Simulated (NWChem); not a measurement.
System: C₂H₃BF₂O; SMILES C=COB(F)F

NWChem input:

```
start job
memory heap 200 mb stack 900 mb global 1100 mb
geometry units angstroms noautoz
  C      0.515168    -2.119909    -0.126285
  C     -0.636783    -1.501955     0.122637
  O     -0.881152    -0.144984     0.166132
  B     -0.012409     0.877703    -0.011411
  F     -0.483276     2.111686     0.075264
  F      1.283103     0.715509    -0.266635
  H      1.441764    -1.600386    -0.332530
  H      0.528630    -3.204204    -0.122476
  H     -1.555359    -2.042267     0.327102
end
basis spherical
  * library def2-tzvp
end
dft
  xc becke88 lyp
  iterations 150
  semidirect filesize 400000000
  mulliken
end
task dft energy
```

The geometry was optimised at B3LYP/6-31G* (spherical d).

**Question.** Predict the main results of this run. (BLYP/def2-TZVP.) Quantities: energy (Ha); highest occupied level (eV); orbital gap (eV); dipole (D).

**Answer.** The energy (Ha) is -378.01, the highest occupied level (eV) comes out as -6.35 and the orbital gap (eV) is 5.15. The dipole (D) comes out as 1.66.
